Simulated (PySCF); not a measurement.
**Computed properties of Pb(H)(SH) (H2PbS), SMILES [PbH][SH]**

Pb(H)(SH) (H₂PbS), SMILES [SH][PbH] (connectivity only; charge and spin as stated), neutral, multiplicity 1. The structure is a stationary point at PBE0-D3(BJ)/def2-TZVP. The def2 effective core potentials stand for the cores of Pb; spin–orbit coupling is left out. The values are those of a single conformer. All values are computed for the isolated molecule unless a solvent is named; none is compared with measurement here.

**Structure.** The optimised structure has Cs symmetry. All 6 harmonic modes at PBE0-D3(BJ)/def2-TZVP (PySCF) are real, so it is a minimum.

**Vibrations.** The strongest infrared lines (harmonic, unscaled, degenerate partners summed) lie at 1627 cm⁻¹ (469 km/mol, H 100 %), 312 cm⁻¹ (38 km/mol, S 84 %, Pb 14 %), 697 cm⁻¹ (18 km/mol, H 95 %). The softest mode is at 312 cm⁻¹ and the zero-point energy is 8.9 kcal/mol.

**Electronic structure.** PBE0/def2-TZVPD (PySCF) places the frontier levels at -6.98 and -2.64 eV, a gap of 4.34 eV, and gives a dipole moment of 2.79 D and a mean polarisability of 73.0 bohr³. PBE/def2-TZVPD (PySCF) at the same geometry gives -5.98 and -3.32 eV, so its gap is 1.68 eV narrower. An orbital gap is neither the optical nor the fundamental gap.

**Excitations.** TDDFT-CAM-B3LYP/def2-TZVPD (PySCF) has S1 at 2.99 eV (414 nm, f = 0.008, weak); the most intense of the 10 singlets computed lies at 6.75 eV (f = 0.27). T1 (TDA) is at 2.39 eV.
